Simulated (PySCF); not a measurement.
Gas-phase reaction: 2 SnCl₂ + 2 Cl + H₂O₂ → 2 SnHCl₃ + O₂

Energies from PySCF (xtb for GFN2), thermal terms from the rigid-rotor harmonic-oscillator model, ideal gas at 1 bar. S°(298 K) at PBE0/def2-TZVP differs from the NASA 1993 table for H₂O₂ (-8 J/mol/K); whether the harmonic model or the table's entry is off was not settled. † marks an energy on the PBE0/def2-TZVP geometry and frequencies; other levels use their own. Open shells (unrestricted): Cl (multiplicity 2, electronic degeneracy 6), O₂ (multiplicity 3); the rest are closed-shell singlets. GFN2 has no spin-polarisation term. Spin-orbit splitting is ignored; it lowers the true energy and changes the entropy of Cl. B3LYP is the form with VWN-RPA correlation. Sn: scalar-relativistic def2 core potential, no spin-orbit coupling. No R ln 2 is added for the mirror-image form of H₂O₂. SnHCl₃: computed as isolated molecules; such fragments, hydroxides, amides, oligomers or adducts are transient or little studied in the gas. The harmonic model lacks anharmonicity and excited electronic states, which grow with temperature; levels with a mode under 35 cm⁻¹ are left out. Internal rotation in H₂O₂ is treated as a harmonic vibration of one conformer, which makes the entropy rough. Soft modes under 120 cm⁻¹ make the harmonic entropy rough for SnCl₂, SnHCl₃. Warning, point group unlike the PBE0 one: H₂O₂ (GFN2-xTB).

```tsv
level	ΔE electronic, kJ	ΔH°(298 K), kJ	ΔS°(298 K), J/K	ΔG°(600 K), kJ
B3LYP/def2-TZVP†	-306	-324	-279	-159
BLYP/def2-TZVP†	-275	-294	-279	-128
GFN2-xTB	215	189	-263	344
M06-2X/def2-TZVP†	-396	-415	-279	-249
PBE/def2-TZVP†	-357	-375	-279	-210
PBE0/def2-QZVP†	-369	-388	-279	-222
r2SCAN/def2-TZVP†	-403	-422	-279	-256
ωB97M-V/def2-TZVP†	-383	-402	-279	-236
ωB97X-V/def2-TZVP†	-413	-431	-279	-266
```
ΔH° is lowest at ωB97X-V/def2-TZVP† and highest at GFN2-xTB. No reference value is set beside these.
